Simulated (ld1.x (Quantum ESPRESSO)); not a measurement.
Building the ultrasoft potential for platinum (LDA (PZ), scalar-relativistic).

The input file (ld1.x (Quantum ESPRESSO) 7.5):

```
&input
   title='Pt', zed=78., rel=1, dft='PZ', iswitch=3,
   config='[Xe] 4f14 5d9 6s1 6p0',
   nld=4, rlderiv=3.95, eminld=-7.0, emaxld=5.0, deld=0.02
 /
 &inputp
   pseudotype=3, tm=.true., lloc=-2, rcloc=2.15,
   nlcc=.true., rcore=0.25,
   file_pseudopw='Pt.UPF', file_wfcaegen='ae.wfc', file_wfcncgen='nc.wfc', file_beta='beta', file_chi='chi', file_wfcusgen='us.wfc'
 /
8
6S  1  0   1.00   0.00  1.60  2.20  0.0
6S  1  0   0.00   0.15  1.60  2.20  0.0
6P  2  1   0.00   0.00  3.35  3.65  0.0
6P  2  1   0.00   1.55  3.35  3.65  0.0
5D  3  2   9.00   0.00  2.10  2.30  0.0
5D  3  2   0.00   2.20  2.10  2.30  0.0
4F  4  3  14.00   0.00  0.35  0.45  0.0
4F  4  3   0.00  -3.80  0.35  0.45  0.0
 &test
   configts(1)='4f14 5d9 6s1 6p0'
 /
```

Command:

```bash
ld1.x < Pt.in > Pt.out
```

The program printed (shortened: banner, matrices, multipoles, cross overlaps and the repeated all-electron block are left out):

```
Program LD1 v.7.5
     --------------------------- All-electron run ----------------------------

     Pt
     scalar relativistic calculation

     atomic number is 78.00
     dft =PZ   lsd =0 sic =0 latt =0  beta=0.20 tr2=1.0E-14
     Exchange-correlation= PZ
                           (   1   1   0   0   0   0   0)
     mesh =1277 r(mesh) =  98.81913 a.u. xmin = -7.00 dx = 0.01250
     1 Ry =  13.60569312 eV, c = 137.03599908

     n l     nl                  e(Ry)          e(Ha)          e(eV)
     1 0     1S 1( 2.00)     -5760.5051     -2880.2525    -78375.6646
     2 0     2S 1( 2.00)     -1012.0616      -506.0308    -13769.7999
     2 1     2P 1( 6.00)      -877.3582      -438.6791    -11937.0658
     3 0     3S 1( 2.00)      -237.7007      -118.8504     -3234.0832
     3 1     3P 1( 6.00)      -198.4834       -99.2417     -2700.5041
     4 0     4S 1( 2.00)       -51.0307       -25.5154      -694.3087
     4 1     4P 1( 6.00)       -38.1667       -19.0834      -519.2850
     3 2     3D 1(10.00)      -155.9073       -77.9536     -2121.2264
     5 0     5S 1( 2.00)        -7.5119        -3.7559      -102.2043
     5 1     5P 1( 6.00)        -4.1370        -2.0685       -56.2869
     4 2     4D 1(10.00)       -22.5487       -11.2743      -306.7904
     4 3     4F 1(14.00)        -5.1827        -2.5913       -70.5139
     5 2     5D 1( 9.00)        -0.4687        -0.2344        -6.3772
     6 0     6S 1( 1.00)        -0.4387        -0.2194        -5.9695
     6 1     6P 1( 0.00)        -0.0707        -0.0353        -0.9616

     final scf error:  4.1E-15 reached in  42 iterations

     Etot =  -36806.486437 Ry,  -18403.243218 Ha, -500777.759396 eV

     Ekin =   41049.553257 Ry,   20524.776628 Ha,  558507.624445 eV
     Encl =  -91491.701235 Ry,  -45745.850617 Ha,-1244808.010304 eV
     Eh   =   14323.522911 Ry,    7161.761455 Ha,  194881.457167 eV
     Exc  =    -687.861369 Ry,    -343.930685 Ha,   -9358.830704 eV

     normalization and overlap integrals

     s(1S/1S) =  1.000000  <r> =   0.0172  <r2> =    0.0004  r(max) =   0.0106
     s(2S/2S) =  1.000000  <r> =   0.0724  <r2> =    0.0062  r(max) =   0.0612
     s(2P/2P) =  1.000000  <r> =   0.0652  <r2> =    0.0052  r(max) =   0.0507
     s(3S/3S) =  1.000000  <r> =   0.1872  <r2> =    0.0401  r(max) =   0.1726
     s(3P/3P) =  1.000000  <r> =   0.1883  <r2> =    0.0411  r(max) =   0.1726
     s(4S/4S) =  1.000000  <r> =   0.4153  <r2> =    0.1947  r(max) =   0.3890
     s(4P/4P) =  1.000000  <r> =   0.4422  <r2> =    0.2223  r(max) =   0.4089
     s(3D/3D) =  1.000000  <r> =   0.1705  <r2> =    0.0340  r(max) =   0.1396
     s(5S/5S) =  1.000000  <r> =   0.9512  <r2> =    1.0161  r(max) =   0.8657
     s(5P/5P) =  1.000000  <r> =   1.1036  <r2> =    1.3802  r(max) =   0.9810
     s(4D/4D) =  1.000000  <r> =   0.4685  <r2> =    0.2538  r(max) =   0.4193
     s(4F/4F) =  1.000000  <r> =   0.5162  <r2> =    0.3247  r(max) =   0.3842
     s(5D/5D) =  1.000000  <r> =   1.7009  <r2> =    3.5241  r(max) =   1.2596
     s(6S/6S) =  1.000000  <r> =   2.9039  <r2> =    9.7028  r(max) =   2.3828
     s(6P/6P) =  1.000000  <r> =   4.7711  <r2> =   27.4188  r(max) =   3.5548

     ------------------------ End of All-electron run ------------------------

     --------------------- Generating US pseudopotential ---------------------

      Generating local potential from pseudized AE potential:
      Matching radius rcloc =   2.1500
      Enforcing V''(0)=0 (lloc=-2)

      Local pseudo, rcloc= 2.156 Estimated cut-off energy=     7.06 Ry

      Computing core charge for nlcc:

       r > 0.25 : true rho core
       r < 0.25 : rho core = a sin(br)/r    a= 325.79  b=   9.53

      Integrated core pseudo-charge :  35.58

      Wfc   6S  rcut= 1.597  Using Troullier-Martins method
      Wfc-us  6S rcutus= 2.211  Estimated cut-off energy=     8.83 Ry

      Wfc   6S  rcut= 1.597  Using Troullier-Martins method
      Wfc-us  6S rcutus= 2.211  Estimated cut-off energy=     9.60 Ry

      Wfc   6P  rcut= 3.381  Using Troullier-Martins method
      Wfc-us  6P rcutus= 3.645  Estimated cut-off energy=     5.65 Ry

      Wfc   6P  rcut= 3.381  Using Troullier-Martins method
      Wfc-us  6P rcutus= 3.645  Estimated cut-off energy=    11.22 Ry

      Wfc   5D  rcut= 2.103  Using Troullier-Martins method
      Wfc-us  5D rcutus= 2.324  Estimated cut-off energy=    21.78 Ry

      Wfc   5D  rcut= 2.103  Using Troullier-Martins method
      Wfc-us  5D rcutus= 2.324  Estimated cut-off energy=    18.37 Ry

      Wfc   4F  rcut= 0.348  Using Troullier-Martins method
      Wfc-us  4F rcutus= 0.446  Estimated cut-off energy=   771.94 Ry

      Wfc   4F  rcut= 0.348  Using Troullier-Martins method
      Wfc-us  4F rcutus= 0.446  Estimated cut-off energy=   775.48 Ry

     ------------------- End of pseudopotential generation -------------------

     Computing logarithmic derivative in   3.95334
     Computing logarithmic derivative in   3.95334
     Computing the partial wave expansion
     R is outside the sphere for l=    0 j= 0.00
     R is outside the sphere for l=    0 j= 0.00
     R is outside the sphere for l=    1 j= 0.00
     R is outside the sphere for l=    1 j= 0.00
     R is outside the sphere for l=    2 j= 0.00
     R is outside the sphere for l=    2 j= 0.00
     R is outside the sphere for l=    3 j= 0.00
     R is outside the sphere for l=    3 j= 0.00

     ---------------------- Testing the pseudopotential ----------------------

     Pt
     scalar relativistic calculation

     atomic number is 78.00   valence charge is 24.00
     dft =PZ   lsd =0 sic =0 latt =0  beta=0.20 tr2=1.0E-14
     mesh =1277 r(mesh) =  98.81913 xmin = -7.00 dx = 0.01250

     n l     nl             e AE (Ry)        e PS (Ry)    De AE-PS (Ry)
     4 3     4F   1(14.00)       -5.18267       -5.18267       -0.00000
     3 2     5D   1( 9.00)       -0.46871       -0.46871        0.00000
     1 0     6S   1( 1.00)       -0.43875       -0.43875        0.00000
     2 1     6P   1( 0.00)       -0.07068       -0.07068        0.00000

     eps = 7.6E-15  iter =  3

     Etot =  -36806.486437 Ry,  -18403.243218 Ha, -500777.759396 eV
     Etotps =  -815.700185 Ry,    -407.850092 Ha,  -11098.166393 eV

     Ekin =    1057.965966 Ry,     528.982983 Ha,   14394.360265 eV
     Encl =   -1154.363238 Ry,    -577.181619 Ha,  -15705.911973 eV
     Ehrt =     584.093912 Ry,     292.046956 Ha,    7947.002523 eV
     Ecxc =    -253.888066 Ry,    -126.944033 Ha,   -3454.323107 eV
     (Ecc =    -161.122486 Ry,     -80.561243 Ha,   -2192.183102 eV)
     Epseu=   -1049.508759 Ry,    -524.754379 Ha,  -14279.294102 eV

     ---------------------- End of pseudopotential test ----------------------
```

Generation and configuration tests took about 4.6 s on one core of a shared server CPU.

Transferability test of the new file with ld1.x, input:

```
&input
   title='Pt', zed=78., rel=1, dft='PZ', iswitch=2,
   config='[Xe] 4f14 5d9 6s1 6p0'
 /
 &test
   file_pseudo='Pt.UPF', nconf=10,
   configts(1)='4f14 5d9 6s1 6p0',
   configts(2)='4f14 5d9 6s0 6p0',
   configts(3)='4f14 5d8 6s0 6p0',
   configts(4)='4f14 5d7 6s0 6p0',
   configts(5)='4f14 5d10 6s0 6p0',
   configts(6)='4f14 5d9 6s0 6p1',
   configts(7)='4f14 5d6 6s0 6p0',
   configts(8)='4f13 5d9 6s1 6p0',
   configts(9)='4f14 5d9 6s1 6p0', lsdts(9)=1,
   configts(10)='4f14 5d9 6s0 6p0', lsdts(10)=1
 /
```

```bash
ld1.x < Pt.test.in > Pt.test.out
```

Pseudopotential blocks of its output, shortened (energy terms left out; the distinct warnings before each block abridged to one line each):

```
     ---------------------- Testing the pseudopotential ----------------------

     n l     nl             e AE (Ry)        e PS (Ry)    De AE-PS (Ry)
     4 3     4F   1(14.00)       -5.18267       -5.18267       -0.00000
     3 2     5D   1( 9.00)       -0.46871       -0.46871        0.00000
     1 0     6S   1( 1.00)       -0.43875       -0.43875        0.00000
     2 1     6P   1( 0.00)       -0.07068       -0.07068        0.00000

     eps = 8.0E-15  iter =  3

     Etot =  -36806.486437 Ry,  -18403.243218 Ha, -500777.759391 eV
     Etotps =  -815.700185 Ry,    -407.850092 Ha,  -11098.166395 eV

     ---------------------- End of pseudopotential test ----------------------

          Warning: n=4, l=3 expected 0 nodes, found 1
     ---------------------- Testing the pseudopotential ----------------------

     n l     nl             e AE (Ry)        e PS (Ry)    De AE-PS (Ry)
     4 3     4F   1(14.00)       -5.78971       -5.82775        0.03805  !
     3 2     5D   1( 9.00)       -1.07265       -1.07987        0.00722  !
     1 0     6S   1( 0.00)       -0.97457       -0.97760        0.00303
     2 1     6P   1( 0.00)       -0.50257       -0.50429        0.00172

     eps = 7.9E-15  iter = 19

     Etot =  -36805.784909 Ry,  -18402.892454 Ha, -500768.214620 eV
     Etotps =  -814.997256 Ry,    -407.498628 Ha,  -11088.602556 eV
     dEtot_ae =       0.701528 Ry
     dEtot_ps =       0.702929 Ry,   Delta E=      -0.001401 Ry

     ---------------------- End of pseudopotential test ----------------------

          Warning: n=2, l=1 expected 0 nodes, found 1
     ---------------------- Testing the pseudopotential ----------------------

     n l     nl             e AE (Ry)        e PS (Ry)    De AE-PS (Ry)
     4 3     4F   1(14.00)       -6.73268       -6.93552        0.20284  !
     3 2     5D   1( 8.00)       -1.92369       -1.99451        0.07082  !
     1 0     6S   1( 0.00)       -1.65652       -1.68236        0.02584  !
     2 1     6P   1( 0.00)       -1.06976       -1.25125        0.18149  !

     eps = 3.1E-15  iter = 13

     Etot =  -36804.295898 Ry,  -18402.147949 Ha, -500747.955591 eV
     Etotps =  -813.470591 Ry,    -406.735295 Ha,  -11067.831224 eV
     dEtot_ae =       2.190539 Ry
     dEtot_ps =       2.229594 Ry,   Delta E=      -0.039055 Ry

     ---------------------- End of pseudopotential test ----------------------

          ---------------------- Testing the pseudopotential ----------------------

     n l     nl             e AE (Ry)        e PS (Ry)    De AE-PS (Ry)
     4 3     4F   1(14.00)       -7.79818       -8.18011        0.38193  !
     3 2     5D   1( 7.00)       -2.87088       -3.01115        0.14027  !
     1 0     6S   1( 0.00)       -2.40866       -2.47183        0.06318  !
     2 1     6P   1( 0.00)       -1.71590       -1.62730       -0.08860  !

     eps = 7.9E-16  iter = 12

     Etot =  -36801.906334 Ry,  -18400.953167 Ha, -500715.443922 eV
     Etotps =  -810.974295 Ry,    -405.487148 Ha,  -11033.867394 eV
     dEtot_ae =       4.580102 Ry
     dEtot_ps =       4.725889 Ry,   Delta E=      -0.145787 Ry

     ---------------------- End of pseudopotential test ----------------------

          ---------------------- Testing the pseudopotential ----------------------

     n l     nl             e AE (Ry)        e PS (Ry)    De AE-PS (Ry)
     4 3     4F   1(14.00)       -5.00314       -4.93926       -0.06388  !
     3 2     5D   1(10.00)       -0.34723       -0.32526       -0.02197  !
     1 0     6S   1( 0.00)       -0.38354       -0.38546        0.00192
     2 1     6P   1( 0.00)       -0.04734       -0.05211        0.00477

     eps = 5.1E-15  iter = 25

     Etot =  -36806.482475 Ry,  -18403.241237 Ha, -500777.705488 eV
     Etotps =  -815.683552 Ry,    -407.841776 Ha,  -11097.940093 eV
     dEtot_ae =       0.003962 Ry
     dEtot_ps =       0.016633 Ry,   Delta E=      -0.012671 Ry

     ---------------------- End of pseudopotential test ----------------------

          ---------------------- Testing the pseudopotential ----------------------

     n l     nl             e AE (Ry)        e PS (Ry)    De AE-PS (Ry)
     4 3     4F   1(14.00)       -5.32891       -5.37436        0.04545  !
     3 2     5D   1( 9.00)       -0.61030       -0.61785        0.00755  !
     1 0     6S   1( 0.00)       -0.54601       -0.54777        0.00176
     2 1     6P   1( 1.00)       -0.14894       -0.14873       -0.00021

     eps = 2.1E-15  iter = 16

     Etot =  -36806.105341 Ry,  -18403.052670 Ha, -500772.574317 eV
     Etotps =  -815.318087 Ry,    -407.659043 Ha,  -11092.967687 eV
     dEtot_ae =       0.381096 Ry
     dEtot_ps =       0.382098 Ry,   Delta E=      -0.001002 Ry

     ---------------------- End of pseudopotential test ----------------------

          ---------------------- Testing the pseudopotential ----------------------

     n l     nl             e AE (Ry)        e PS (Ry)    De AE-PS (Ry)
     4 3     4F   1(14.00)       -8.96627       -9.50744        0.54118  !
     3 2     5D   1( 6.00)       -3.89733       -4.09112        0.19379  !
     1 0     6S   1( 0.00)       -3.21948       -3.32627        0.10679  !
     2 1     6P   1( 0.00)       -2.42660       -2.30078       -0.12582  !

     eps = 6.2E-15  iter = 10

     Etot =  -36798.529222 Ry,  -18399.264611 Ha, -500669.495974 eV
     Etotps =  -807.427212 Ry,    -403.713606 Ha,  -10985.606872 eV
     dEtot_ae =       7.957214 Ry
     dEtot_ps =       8.272972 Ry,   Delta E=      -0.315758 Ry

     ---------------------- End of pseudopotential test ----------------------

          Warning: n=1, l=0 expected 0 nodes, found 1
     Warning: n=3, l=2 expected 0 nodes, found 1
     ---------------------- Testing the pseudopotential ----------------------

     n l     nl             e AE (Ry)        e PS (Ry)    De AE-PS (Ry)
     4 3     4F   1(13.00)       -6.84524       -7.50768        0.66244  !
     3 2     5D   1( 9.00)       -1.32225       -1.46487        0.14261  !
     1 0     6S   1( 1.00)       -1.06593       -1.13033        0.06440  !
     2 1     6P   1( 0.00)       -0.55575       -0.53520       -0.02055  !

     eps = 3.3E-16  iter = 25

     Etot =  -36800.488917 Ry,  -18400.244458 Ha, -500696.158974 eV
     Etotps =  -809.385026 Ry,    -404.692513 Ha,  -11012.244287 eV
     dEtot_ae =       5.997520 Ry
     dEtot_ps =       6.315158 Ry,   Delta E=      -0.317638 Ry

     ---------------------- End of pseudopotential test ----------------------

          ---------------------- Testing the pseudopotential ----------------------

     n l     nl             e AE (Ry)        e PS (Ry)    De AE-PS (Ry)
     4 3     4F   1( 7.00)       -5.18307       -5.18275       -0.00033
     3 2     5D   1( 5.00)       -0.49148       -0.49162        0.00014
     1 0     6S   1( 1.00)       -0.46294       -0.46253       -0.00041
     2 1     6P   1( 0.00)       -0.08409       -0.08425        0.00016
     4 3     4F   2( 7.00)       -5.17400       -5.17342       -0.00058
     3 2     5D   2( 4.00)       -0.43680       -0.43648       -0.00032
     1 0     6S   2( 0.00)       -0.40531       -0.40587        0.00055
     2 1     6P   2( 0.00)       -0.05135       -0.05139        0.00004

     eps = 9.1E-15  iter =  9

     Etot =  -36806.514310 Ry,  -18403.257155 Ha, -500778.138627 eV
     Etotps =  -815.727962 Ry,    -407.863981 Ha,  -11098.544318 eV
     dEtot_ae =      -0.027873 Ry
     dEtot_ps =      -0.027777 Ry,   Delta E=      -0.000097 Ry

     ---------------------- End of pseudopotential test ----------------------

          ---------------------- Testing the pseudopotential ----------------------

     n l     nl             e AE (Ry)        e PS (Ry)    De AE-PS (Ry)
     4 3     4F   1( 7.00)       -5.79279       -5.83042        0.03762  !
     3 2     5D   1( 5.00)       -1.09071       -1.09816        0.00745  !
     1 0     6S   1( 0.00)       -0.98513       -0.98820        0.00307
     2 1     6P   1( 0.00)       -0.50811       -0.51021        0.00210
     4 3     4F   2( 7.00)       -5.78485       -5.82360        0.03875  !
     3 2     5D   2( 4.00)       -1.05283       -1.05979        0.00696  !
     1 0     6S   2( 0.00)       -0.96301       -0.96597        0.00296
     2 1     6P   2( 0.00)       -0.49648       -0.49780        0.00132

     eps = 6.0E-15  iter = 19

     Etot =  -36805.794377 Ry,  -18402.897189 Ha, -500768.343446 eV
     Etotps =  -815.006846 Ry,    -407.503423 Ha,  -11088.733036 eV
     dEtot_ae =       0.692059 Ry
     dEtot_ps =       0.693339 Ry,   Delta E=      -0.001280 Ry

     ---------------------- End of pseudopotential test ----------------------
```
